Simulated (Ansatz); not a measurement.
Geometry optimisation, RKS BLYP-D4/def2-SVP in Ansatz 0.2.0.

Input:

```yaml
crystal:
  periodic: [false, false, false]
  atoms:
    - { symbol: Ge, position_ang: [0.169731, -0.065807, 0.119818] }
    - { symbol: H, position_ang: [0.582809, 0.025104, 1.591298] }
    - { symbol: H, position_ang: [1.694807, 0.024931, 0.019649] }
    - { symbol: F, position_ang: [-0.629727, 1.401053, -0.444799] }
    - { symbol: H, position_ang: [-0.60302, -1.279181, -0.426466] }
basis:
  gaussian: { orbitals: def2-SVP }
hamiltonian:
  xc: blyp
  dispersion: d4
relax:
  f_tol: 0.03
  max_steps: 50
```

Run as:

```bash
$ ansatz run input.yaml --threads 1 --pin off --max-ram 2048MiB --backend cpu --events-out ev --progress --plain --runs-dir out
```

Question: Where does it end, and by what steps?

Answer: It converged. After 5 steps the energy has fallen by 0.660 eV; H3 moved furthest, 0.37 Å.

```json
{"step": "0", "energy less start (eV)": "0.0000", "largest force component (eV/Å)": "1.597", "accepted": "yes"}
{"step": "1", "energy less start (eV)": "-0.5063", "largest force component (eV/Å)": "0.662", "accepted": "yes"}
{"step": "2", "energy less start (eV)": "-0.6482", "largest force component (eV/Å)": "0.314", "accepted": "yes"}
{"step": "3", "energy less start (eV)": "-0.6592", "largest force component (eV/Å)": "0.101", "accepted": "yes"}
{"step": "4", "energy less start (eV)": "-0.6602", "largest force component (eV/Å)": "0.040", "accepted": "yes"}
{"step": "5", "energy less start (eV)": "-0.6602", "largest force component (eV/Å)": "0.000", "accepted": "yes"}
```

```xyz
5
Properties=species:S:1:pos:R:3
Ge 0.283 -0.048 0.200
H 0.246 0.012 1.750
H 1.732 0.012 -0.351
F -0.547 1.399 -0.386
H -0.500 -1.269 -0.354
```

Whether the end is a true minimum wasn't checked by a vibrational analysis.

The run took 7.2 s on 1 thread of Arm Neoverse V2, on a shared host, peak memory 0.1 GiB.
